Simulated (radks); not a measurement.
Problem. Valence configurations of Co (all share [Ar]). Calculated with a radial shooting solver on a logarithmic mesh with Libxc functionals: Dirac Kohn-Sham, BLYP, spin-unpolarised, spherical densities, point nucleus; open shells fill j = l - 1/2 first. Order these by energy: 3d4.5 4s2 4p2.5; 3d8 4s1; 3d7 4s1 4p1; 3d6 4s2 4p1; 3d6.5 4s2 4p0.5; 3d9; 3d7.5 4s1.5; 3d6 4p3; 3d7 4s2; 3d7 4s1.5 4p0.5.

Solution. From the lowest, in eV above it: 3d8 4s1 0.000; 3d7.5 4s1.5 0.170; 3d7 4s2 1.058; 3d9 1.220; 3d7 4s1.5 4p0.5 3.177; 3d6.5 4s2 4p0.5 5.089; 3d7 4s1 4p1 5.385; 3d6 4s2 4p1 10.526; 3d6 4p3 21.349; 3d4.5 4s2 4p2.5 36.343. NIST lists [Ar] 3d7 4s2 as the ground configuration; this level of theory puts 3d8 4s1 lower, by 1.058 eV. The energies are those of spherical spin-averaged densities, not of single terms.
